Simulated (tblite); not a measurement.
Species: C4H11Ge (doublet state).
SMILES with atom numbers: `[CH2:1][CH2:2][C@H:3]([CH3:4])[GeH3:5]` (hydrogens: H6, H7 on C1; H8, H9 on C2; H10 on C3; H11, H12, H13 on C4; H14, H15, H16 on Ge5)

Computed with GFN2-xTB (tblite), gas phase: L-BFGS steps from a force-field or distance-geometry start until the largest atomic force falls under 0.01 eV/Å.

Step 17: E = -435.2683 eV
```
atom  x, y, z in Å  |  force x, y, z in eV/Å
C1     -1.9432    1.0331   -0.2161    0.040  -0.009   0.044
C2     -1.2073   -0.1950    0.1231   -0.010  -0.019  -0.023
C3      0.2257   -0.2147   -0.4241   -0.054  -0.037   0.014
C4      0.8212   -1.6136   -0.3122   -0.006   0.028   0.006
Ge5     1.3766    1.0954    0.5435   -0.064  -0.039  -0.051
H6     -1.8254    1.4876   -1.1835    0.026  -0.029   0.057
H7     -2.7634    1.3500    0.3999    0.017   0.042  -0.023
H8     -1.1983   -0.3375    1.2111    0.027   0.008  -0.055
H9     -1.7384   -1.0758   -0.2880    0.029   0.059  -0.013
H10     0.1919    0.0634   -1.4831   -0.003   0.016   0.040
H11     1.8362   -1.6308   -0.7078   -0.002  -0.013   0.022
H12     0.2239   -2.3386   -0.8663    0.022   0.019   0.006
H13     0.8508   -1.9231    0.7317    0.035  -0.035   0.000
H14     2.7861    1.0368    0.0310   -0.027   0.014   0.006
H15     1.4396    0.7582    2.0030   -0.015   0.016  -0.024
H16     0.9167    2.5135    0.4263   -0.015  -0.023  -0.005
```

Step 18: E = -435.2694 eV
```
atom  x, y, z in Å  |  force x, y, z in eV/Å
C1     -1.9388    1.0332   -0.2156    0.033   0.001   0.053
C2     -1.2093   -0.1975    0.1243    0.024  -0.017  -0.030
C3      0.2224   -0.2181   -0.4238    0.010   0.013   0.015
C4      0.8224   -1.6143   -0.3126   -0.015   0.024   0.011
Ge5     1.3729    1.0968    0.5418   -0.067  -0.056  -0.044
H6     -1.8144    1.4882   -1.1821    0.012  -0.027   0.067
H7     -2.7554    1.3539    0.4027    0.004   0.058  -0.031
H8     -1.2009   -0.3425    1.2117    0.027   0.016  -0.045
H9     -1.7404   -1.0752   -0.2883   -0.001   0.019  -0.030
H10     0.1894    0.0606   -1.4824   -0.013   0.015   0.032
H11     1.8375   -1.6306   -0.7086   -0.013  -0.005   0.032
H12     0.2257   -2.3386   -0.8671    0.015  -0.005  -0.003
H13     0.8503   -1.9233    0.7313    0.047  -0.045   0.005
H14     2.7827    1.0403    0.0284   -0.034   0.010   0.013
H15     1.4342    0.7606    2.0026   -0.009   0.018  -0.036
H16     0.9142    2.5153    0.4263   -0.021  -0.020  -0.009
```

Step 19: E = -435.2706 eV
```
atom  x, y, z in Å  |  force x, y, z in eV/Å
C1     -1.9338    1.0332   -0.2142    0.024   0.019   0.055
C2     -1.2110   -0.2003    0.1252    0.047  -0.010  -0.026
C3      0.2189   -0.2216   -0.4231    0.070   0.052   0.009
C4      0.8234   -1.6147   -0.3127   -0.017   0.005   0.017
Ge5     1.3676    1.0972    0.5391   -0.050  -0.050  -0.021
H6     -1.8023    1.4886   -1.1793    0.001  -0.017   0.061
H7     -2.7467    1.3594    0.4052   -0.011   0.068  -0.030
H8     -1.2031   -0.3476    1.2114    0.026   0.016  -0.020
H9     -1.7425   -1.0743   -0.2894   -0.034  -0.028  -0.050
H10     0.1864    0.0580   -1.4810   -0.021   0.014   0.011
H11     1.8387   -1.6305   -0.7088   -0.018   0.006   0.036
H12     0.2279   -2.3385   -0.8680    0.006  -0.028  -0.010
H13     0.8509   -1.9244    0.7308    0.052  -0.049   0.011
H14     2.7783    1.0442    0.0260   -0.040   0.004   0.016
H15     1.4284    0.7635    2.0012   -0.004   0.017  -0.043
H16     0.9113    2.5166    0.4261   -0.030  -0.019  -0.016
```

Step 20: E = -435.2720 eV
```
atom  x, y, z in Å  |  force x, y, z in eV/Å
C1     -1.9274    1.0335   -0.2114    0.016   0.038   0.052
C2     -1.2124   -0.2038    0.1257    0.050  -0.004  -0.014
C3      0.2158   -0.2250   -0.4223    0.106   0.067  -0.004
C4      0.8244   -1.6152   -0.3125   -0.012  -0.025   0.019
Ge5     1.3604    1.0970    0.5355   -0.013  -0.016   0.013
H6     -1.7877    1.4886   -1.1747   -0.009   0.002   0.040
H7     -2.7366    1.3674    0.4077   -0.026   0.071  -0.020
H8     -1.2049   -0.3533    1.2107    0.023   0.007   0.012
H9     -1.7455   -1.0734   -0.2917   -0.057  -0.065  -0.063
H10     0.1825    0.0552   -1.4791   -0.022   0.012  -0.020
H11     1.8398   -1.6303   -0.7083   -0.016   0.018   0.035
H12     0.2308   -2.3389   -0.8692   -0.003  -0.046  -0.013
H13     0.8526   -1.9267    0.7304    0.048  -0.047   0.014
H14     2.7720    1.0489    0.0234   -0.044  -0.004   0.018
H15     1.4213    0.7674    1.9986    0.000   0.011  -0.042
H16     0.9072    2.5176    0.4255   -0.040  -0.019  -0.025
```

Task: Estimate the geometry and energy of step 21. (The exact step hangs on the optimiser's Hessian estimate; all steps are aligned on step 20, rigid shifts and turns removed.)

Result: E = -435.2735 eV, largest force 0.107 eV/Å
```
atom  x, y, z in Å  |  force x, y, z in eV/Å
C1     -1.9191    1.0348   -0.2068    0.012   0.046   0.043
C2     -1.2132   -0.2079    0.1262    0.029  -0.002   0.001
C3      0.2140   -0.2282   -0.4213    0.095   0.046  -0.020
C4      0.8254   -1.6163   -0.3119    0.000  -0.051   0.016
Ge5     1.3519    1.0966    0.5316    0.031   0.036   0.045
H6     -1.7710    1.4884   -1.1687   -0.018   0.028   0.011
H7     -2.7255    1.3778    0.4101   -0.036   0.065  -0.005
H8     -1.2065   -0.3600    1.2100    0.020  -0.009   0.034
H9     -1.7500   -1.0729   -0.2956   -0.054  -0.069  -0.060
H10     0.1777    0.0523   -1.4772   -0.014   0.007  -0.049
H11     1.8408   -1.6297   -0.7070   -0.005   0.025   0.026
H12     0.2342   -2.3401   -0.8707   -0.009  -0.052  -0.009
H13     0.8556   -1.9304    0.7303    0.036  -0.039   0.012
H14     2.7639    1.0543    0.0207   -0.039  -0.013   0.017
H15     1.4128    0.7721    1.9948    0.004   0.001  -0.028
H16     0.9014    2.5181    0.4243   -0.052  -0.019  -0.035
```

The energy changes by -0.0016 eV. The first-order estimate −F·Δx gives -0.0021 eV and the mean of the old and new forces, exact on a quadratic surface, -0.0016 eV. The step makes an angle of 75° with the force vector and moves no atom by more than 0.018 Å.

What follows is the cost of the whole relaxation. Time: 0.78 s of wall time. Hardware: Arm Neoverse N1, one thread, no GPU, on a shared host.
